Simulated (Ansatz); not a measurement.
Molecule: SbF3, net charge 0, singlet state. 
Structure (B3LYP-D3(BJ)/def2-TZVP (Ansatz, a program for electronic structure) minimum search):
```xyz
4

Sb     0.0026    -0.0033     0.3454
F     -1.3106    -0.9516    -0.6518
F     -0.1814     1.6158    -0.6358
F      1.4774    -0.6456    -0.6697
```
Charge 0, spin multiplicity 1.

Total electronic energies in hartree. Cores are frozen in the correlated levels unless marked. Spin-orbit coupling is left out. The frozen core is the preceding noble-gas configuration, with the filled d and f shells of earlier blocks. Past Kr the def2 sets carry scalar-relativistic core potentials. Basis-set limits of correlation are two-point, X^-3; Hartree-Fock from the larger set. [CCSD(T)-MP2]/basis is that difference in the basis named.

```
level                                                                 program  energy (Eh)
-------------------------------------------------------------  --------------  -----------
HF/def2-QZVPP                                                          Ansatz   -537.83018
HF/def2-QZVPPD                                                         Ansatz   -537.83042
r2SCAN/def2-TZVPD                                                      Ansatz   -540.00700
PBE0/def2-TZVP                                                         Ansatz            …
BHLYP/def2-TZVPD                                                       Ansatz   -539.85075
CAM-B3LYP-D3(BJ)/def2-TZVPD                                    Ansatz + dftd3            …
B2PLYP-D4/def2-TZVPD                                           Ansatz + dftd4            …
RI-MP2/CBS(def2-TZVPP,def2-QZVPP)+[CCSD(T)-MP2]/def2-SVP               Ansatz    -538.8753
RI-MP2/CBS(def2-TZVPPD,def2-QZVPPD)+[CCSD(T)-MP2]/def2-TZVPPD          Ansatz    -538.8813
```

Question: Complete the blanks.

Answer: 
- PBE0/def2-TZVP, energy (Eh): -539.74578
- CAM-B3LYP-D3(BJ)/def2-TZVPD, energy (Eh): -539.96161
- B2PLYP-D4/def2-TZVPD, energy (Eh): -539.60813
